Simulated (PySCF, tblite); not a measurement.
Isomers of C4H10NPSi2, one GFN2-xTB conformer each. Single-point energies are computed at PBE0/pcSseg-1 (PySCF, gas phase, no added dispersion term), electronic only.

Question: Rank them by PBE0/pcSseg-1 energy, lowest first (kJ/mol).
A. `Cn1cpc([SiH3])c1[SiH3]`
B. `[CH2:1]=[CH:2][C:3]1=[CH:4][P:5]1[N:6]([SiH3:7])[SiH3:8]` with C1–C2–C3–C4 -175°, C4–P5–N6–Si7 -55°

Answer: A (0.0), B (112.7).

As drawn, the lower has an aromatic ring and an Si–C bond, which the higher lacks; the higher has a three-membered ring and a C=C bond outside aromatic rings, which the lower lacks. GFN2-xTB itself gives, in the same order: 0.0, 87.9. Both levels put the same isomer lowest.

Which frontier levels, dipoles and rotational constants go with these structures?

| SMILES | HOMO (eV, PBE0/pcSseg-1) | LUMO (eV) | dipole (D) | A, B, C (MHz) |
| --- | --- | --- | --- | --- |
| Cn1cpc([SiH3])c1[SiH3] | -6.48 | -0.40 | 3.89 | 1409, 1181, 654.7 |
| C=CC1=CP1N([SiH3])[SiH3] | -6.69 | -1.47 | 1.69 | 1726, 927.4, 709.1 |

What happens when harmonic zero-point energies from GFN2-xTB frequencies are added?

```
                  SMILES  ZPE (kJ/mol)  electronic (kJ/mol)  with ZPE (kJ/mol)
  Cn1cpc([SiH3])c1[SiH3]         315.8                  0.0                0.0
C=CC1=CP1N([SiH3])[SiH3]         304.4                112.7              101.3
```

The zero-point energies span 11.4 kJ/mol. The order is unchanged.
